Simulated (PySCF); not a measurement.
HIrO, triplet: data card

Level of theory: UPBE0 in PySCF with Ir def2-TZVP with ECP60, O def2-TZVP, H def2-TZVP; scalar-relativistic core potentials, no spin–orbit coupling; density-fitted integrals.

The structure is a minimum.

* Point group: Cs
* Bond lengths: Ir–H 1.561 Å, Ir–O 1.686 Å
* Bond angles: H–Ir–O 101.4°
* Heat capacity Cp at 298.15 K: 39.1 J/(mol K)
* Zero-point energy: 23.6 kJ/mol
* Dipole moment: 2.73 D
* Principal quadrupole moments (Buckingham, traceless) about the centre of mass: -2.57, -0.30, 2.87 D Å
* Rotational constants: 7.213, 0.3994, 0.3784 cm⁻¹
* Enthalpy at 298.15 K above 0 K: 10.42 kJ/mol
* Atomisation energy without zero-point energy: 773 kJ/mol
* Principal polarisabilities: 39.7, 41.6, 47.1 bohr³
* Entropy at 298.15 K and 1 bar (electronic part: spin only): 270.3 J/(mol K)
* Spin squared ⟨S²⟩: 2.019
* Rotational symmetry number: 1
* Lowest empty level (β): -3.63 eV
* Highest occupied level (β): -6.82 eV

Harmonic modes (masses in u: Ir 192.963, O 15.995, H 1.008):
| symmetry | ω (cm⁻¹) | IR (km/mol) | μ (u) |
| --- | --- | --- | --- |
| a' | 610 | 21.0 | 1.09 |
| a' | 1002 | 57.4 | 12.94 |
| a' | 2329 | 6.3 | 1.01 |

Charges (e):
| atom | Mulliken | Löwdin | polar tensor | spin (Mulliken) | Mayer order to Ir1 |
| --- | --- | --- | --- | --- | --- |
| Ir1 | 0.36 | 0.29 | 0.63 | 1.34 | – |
| O2 | -0.35 | -0.24 | -0.53 | 0.70 | 2.03 |
| H3 | 0.00 | -0.05 | -0.10 | -0.04 | 1.00 |

Mulliken populations on Ir1 (electrons outside its core potential): s 3.02, p 6.19, d 7.40, f 0.03.

Outer orbital energies (eV). α occupied: -12.90, -12.77, -12.50, -11.41, -8.24, -7.89, -7.27, -7.24; empty: -2.77, -1.82, 0.25, 2.09. β occupied: -26.19, -12.30, -11.40, -10.52, -10.42, -7.61, -6.82; empty: -3.63, -2.88, -2.14, -1.09.

Other isomers or separated fragments may lie lower. Other spin states or occupations of the open shell can lie lower. With an element this heavy the missing spin–orbit coupling can shift these numbers.

The final relaxation and frequency run took 55 s on 2 threads of a shared Arm Neoverse N1 host, with 77 basis functions and 12 gradients; the process peaked at 0.75 GiB.
